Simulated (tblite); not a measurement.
`CC[SiH2]N[SiH2]P`. Structure optimised with GFN2-xTB, isolated species.

```
atom  x, y, z in Å
C1    -1.4551    1.2417   -0.0688
C2    -2.0474   -0.1096   -0.4503
Si3   -0.7645   -1.3068   -1.1951
N4     0.6132   -1.4959   -0.1427
Si5    1.9146   -0.4374    0.2657
P6     1.8938    1.2633   -1.1906
H7    -2.2186    1.9098    0.3290
H8    -0.6839    1.1154    0.6902
H9    -0.9987    1.7201   -0.9342
H10   -2.5073   -0.5556    0.4345
H11   -2.8537    0.0451   -1.1695
H12   -1.3361   -2.6538   -1.2989
H13   -0.2857   -0.8135   -2.4870
H14    0.6194   -2.3526    0.3855
H15    3.1720   -1.1925    0.1683
H16    1.7734    0.0443    1.6506
H17    1.8845    2.2566   -0.2265
H18    3.2712    1.3278   -1.3014
```

(1) What is the longest distance between nuclei?

(2) Work out the bond lengths C1–H9, C2–Si3, C2–H10, C2–H11, Si3–N4, Si3–H12, N4–H14, P6–H18 in bohr.

(3) How far are the heavy atoms from their best plane (unweighted least squares)?

(4) Give the dihedral angles H10–C2–Si3–H12, H16–Si5–P6–H17, H9–C1–C2–H11, C2–Si3–N4–H14.

(5) What is the repulsion energy of the bare nuclei, Σ ZA·ZB/RAB?

(6) What are the angles H7–C1–H9, C1–C2–Si3, N4–Si3–H13, C2–Si3–N4, H17–P6–H18?

(7) Where is the centre of mass (commonest isotopes), and what is the radius of gyration?

(8) How far apart are these pairs, which share no bond: C2···H7, Si3···H8, Si3···H16, H8···H11, H9···H15, H11···H14, H11···H16?

(9) Write the matrix of distances between heavy atoms (Å, lower triangle).

## Answers

(1) H10···H18, 6.32 Å; the next longest distance is 6.30 Å.

(2) For C1–H9 the difference vector is (0.4565, 0.4784, -0.8654) Å, of length 1.0891 Å. 1 bohr = 0.529177 Å. C1–H9 2.058; C2–Si3 3.602; C2–H10 2.064; C2–H11 2.063; Si3–N4 3.296; Si3–H12 2.772; N4–H14 1.902; P6–H18 2.614 bohr.

(3) 0.553 Å rms; C1 0.49, C2 0.04, Si3 0.78, N4 0.24, Si5 0.69, P6 0.68 Å (magnitudes).

(4) H10–C2–Si3–H12 47° (synclinal); H16–Si5–P6–H17 6° (synperiplanar); H9–C1–C2–H11 -64° (synclinal); C2–Si3–N4–H14 102° (anticlinal). Dihedral signs follow IUPAC: positive where, seen along the central bond, the front bond turns clockwise onto the rear one.

(5) 458.57 Eh over 153 pairs, with full nuclear charges and distances in bohr; the largest single term is 49.63 Eh (Si5 with P6).

(6) From the scalar product of the two bond vectors; for H7–C1–H9 it is -0.3731 Å² over 1.0897 × 1.0891 Å², cos θ = -0.3144. H7–C1–H9 108.3°; C1–C2–Si3 113.2°; N4–Si3–H13 108.1°; C2–Si3–N4 111.3°; H17–P6–H18 91.7°.

(7) Mass 137.025 u; centre at (0.418, -0.118, -0.547) Å; Rg = √(Σ m r²/M) = 2.061 Å. As Ia + Ib + Ic = 2 Σ m r², the three principal moments sum to 1163.7 u·Å².

(8) C2···H7 2.171 Å (2 bonds apart); Si3···H8 3.070 Å (3 bonds apart); Si3···H16 4.045 Å (3 bonds apart); H8···H11 3.052 Å (3 bonds apart); H9···H15 5.205 Å (6 bonds apart); H11···H14 4.498 Å (4 bonds apart); H11···H16 5.419 Å (5 bonds apart).

(9) 
```
C1    0.000
C2    1.524  0.000
Si3   2.871  1.906  0.000
N4    3.432  3.016  1.744  0.000
Si5   3.780  4.039  3.173  1.727  0.000
P6    3.532  4.239  3.698  3.217  2.239  0.000
```

Its GFN2-xTB frequencies are all real (lowest 47 cm⁻¹). One conformer, not necessarily the lowest.

The numbers are calculated, not measured.
